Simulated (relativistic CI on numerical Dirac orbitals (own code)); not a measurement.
**Slater and spin-orbit integrals, Pb26+**

These numbers are calculated, not measured: Dirac-Coulomb-Breit CI, KLI orbitals optimised for each configuration, QED by a radiative potential, unscaled Slater integrals (own radial code, finite nucleus).

Slater integrals F^k, G^k are unscaled and averaged over j, outside the closed core [Ar] 3d10; ζ comes from projecting the Hamiltonian with its Breit term on Σ l·s of the shell.

- 4s²4p⁶4d¹⁰4f¹⁰: F^2(4f,4f) = 255670, F^4(4f,4f) = 165640, F^6(4f,4f) = 120790, ζ(4f) = 12976 cm⁻¹; <r>(4f) = 0.4044, <r^2>(4f) = 0.1892 (bohr units).
- 4s²4p⁶4d¹⁰4f⁹5s: F^2(4f,4f) = 258320, F^4(4f,4f) = 167470, F^6(4f,4f) = 122160, ζ(4f) = 13275, G^3(4f,5s) = 38006 cm⁻¹; <r>(4f) = 0.4009, <r^2>(4f) = 0.1859, <r>(5s) = 0.7216, <r^2>(5s) = 0.58 (bohr units).
- 4s²4p⁶4d¹⁰4f⁸5s²: F^2(4f,4f) = 261160, F^4(4f,4f) = 169440, F^6(4f,4f) = 123640, ζ(4f) = 13577 cm⁻¹; <r>(4f) = 0.3973, <r^2>(4f) = 0.1823 (bohr units).

Averages of the first 10 configurations, taken without configuration mixing, which lowers the lowest level and can move excited configurations by several eV; other configurations of the list can lie among them:

```json
{"Configuration": "4s²4p⁶4d¹⁰4f¹⁰", "Parity": "even", "States": "1001", "Average energy above the lowest level (eV)": "20.5"}
{"Configuration": "4s²4p⁶4d¹⁰4f⁹5s", "Parity": "odd", "States": "4004", "Average energy above the lowest level (eV)": "122.7"}
{"Configuration": "4s²4p⁶4d¹⁰4f⁸5s²", "Parity": "even", "States": "3003", "Average energy above the lowest level (eV)": "235.4"}
{"Configuration": "4s²4p⁶4d⁹4f¹¹", "Parity": "odd", "States": "3640", "Average energy above the lowest level (eV)": "303.9"}
{"Configuration": "4s²4p⁶4d⁸4f¹²", "Parity": "even", "States": "4095", "Average energy above the lowest level (eV)": "589.6"}
{"Configuration": "4s²4p⁵4d¹⁰4f¹¹", "Parity": "even", "States": "2184", "Average energy above the lowest level (eV)": "572.9"}
{"Configuration": "4s²4p⁶4d¹⁰4f⁹6s", "Parity": "odd", "States": "4004", "Average energy above the lowest level (eV)": "430.5"}
{"Configuration": "4s4p⁶4d¹⁰4f¹¹", "Parity": "odd", "States": "728", "Average energy above the lowest level (eV)": "787.2"}
{"Configuration": "4s²4p⁴4d¹⁰4f¹²", "Parity": "even", "States": "1365", "Average energy above the lowest level (eV)": "1125.8"}
{"Configuration": "4p⁶4d¹⁰4f¹²", "Parity": "even", "States": "91", "Average energy above the lowest level (eV)": "1556.7"}
```
